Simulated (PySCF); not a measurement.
Compound: C3H9BrSn.
Bonds: C1–Sn2, Sn2–C3, Sn2–C4, Sn2–Br5. Hydrogens: H6, H7, H8 on C1; H9, H10, H11 on C3; H12, H13, H14 on C4.

Theory: PBE0-D3(BJ)/def2-SVP geometry optimisation, gas phase, def2 core potentials past Kr (PySCF 2.14.0).

Q: How far are the bound atoms from Sn2?

A: 4 atoms: C3 2.143 Å, C4 2.143 Å, C1 2.144 Å, Br5 2.518 Å. The nearest atom not counted as bound is H14, at 2.71 Å (others tie with it).

Q: List the angles at Sn2.

A: 
```json
{"angle": "C1–Sn2–C4", "degrees": "114.1", "distance of the outer atoms (Å)": "3.60"}
{"angle": "C1–Sn2–C3", "degrees": "113.9", "distance of the outer atoms (Å)": "3.59"}
{"angle": "C3–Sn2–C4", "degrees": "113.4", "distance of the outer atoms (Å)": "3.58"}
{"angle": "C1–Sn2–Br5", "degrees": "104.9", "distance of the outer atoms (Å)": "3.70"}
{"angle": "C3–Sn2–Br5", "degrees": "104.7", "distance of the outer atoms (Å)": "3.70"}
{"angle": "C4–Sn2–Br5", "degrees": "104.5", "distance of the outer atoms (Å)": "3.69"}
```

Q: What is the shape at Sn2?

A: Distorted tetrahedral: angles from 104.5° to 114.1°; τ4 = (360° − α − β)/141° = 0.94 with α and β the two widest (0 for a square, 1 for a tetrahedron).

Q: What are the other bond lengths?

A: C1–H6 and 8 like bonds 1.099 Å.

Charge 0, singlet. Stationary, but not proved a minimum.
